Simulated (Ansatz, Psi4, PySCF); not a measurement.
silanone (H2OSi), singlet, at a GFN2-xTB geometry. Base run: HF/def2-SVPD in PySCF.

Input for PySCF:
```python
from pyscf import gto, scf

mol = gto.Mole()
mol.atom = '''
    Si    0.06685327   -0.42675674    0.00274181
    O    -0.16591088    1.05908930   -0.00680439
    H    -0.98465592   -1.43401683   -0.00031696
    H     1.37599714   -1.06410322    0.01636676
'''
mol.basis = 'def2-svpd'
mol.verbose = 4
mol.build()

mf = scf.RHF(mol)
mf.kernel()
```

The same geometry, method and basis name were run in Ansatz (a first-principles code) and Psi4 and PySCF, at each program's defaults and at the settings that a row names. The base is PySCF at its defaults. Differences at the defaults can come from grids, fitting, cores and function types together.

| code and settings | ΔE vs base (µEh) | basis functions | E (Eh) | SCF cycles | dipole (D) |
|---|---|---|---|---|---|
| PySCF, defaults (exact integrals, spherical functions) | 0.0 | 63 | -364.78670 | 10 | 4.45 |
| Psi4, defaults (density fitting with its default set, spherical functions) | 59.2 | 63 | -364.78664 | 8 | 4.45 |
| Ansatz, defaults (factorised integrals, spherical functions) | 14.6 | 63 | -364.78668 | - | - |
| PySCF, density fitting with def2-universal-jkfit | 59.2 | 63 | -364.78664 | 10 | 4.45 |
| Psi4, exact integrals, spherical functions | 0.0 | 63 | -364.78670 | 11 | 4.45 |
| Ansatz, high accuracy | 0.0 | 63 | -364.78670 | - | - |
